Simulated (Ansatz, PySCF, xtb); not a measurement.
Gas-phase reaction R1 + 4 R2 + R3 → 2 P1 + P2 + 2 P3, each structure at its B3LYP-D3(BJ)/def2-TZVP stationary point, reached from a drawn start (curvature not checked).
R1: C4H4O (SMILES c1ccoc1), charge 0, multiplicity 1.
P1: C2H4 (SMILES C=C), charge 0, multiplicity 1.
P2: C2H6 (SMILES CC), charge 0, multiplicity 1.
P3: CH4O (SMILES CO), charge 0, multiplicity 1.
R2: CH4 (SMILES C), charge 0, multiplicity 1.
R3: H2O (SMILES O), charge 0, multiplicity 1.

P less R. No zero-point or thermal terms.

Correlated levels freeze the cores.

Run with Ansatz (Gaussian basis) for Hartree–Fock, density functionals and correlated methods; PySCF for the D3/D4 terms; xtb for the GFN methods. All values are computed, each at the level named.

The comparison value is 41.45 kcal/mol (CCSD(T)/cc-pVQZ). It is a level with limits of its own, not the exact answer.

### Question
Order these levels by how close they come to the comparison value for the reaction energy, closest first: PBE0/def2-TZVPP, GFN2-xTB, HF/cc-pVTZ, BLYP-D4/def2-TZVPP, PBE/def2-TZVPP. Give each level's value less the comparison value.

### Answer
BLYP-D4/def2-TZVPP (1.94 kcal/mol), PBE0/def2-TZVPP (2.96 kcal/mol), PBE/def2-TZVPP (4.78 kcal/mol), HF/cc-pVTZ (-9.32 kcal/mol), GFN2-xTB (11.78 kcal/mol)

Ansatz is a program for electronic structure.
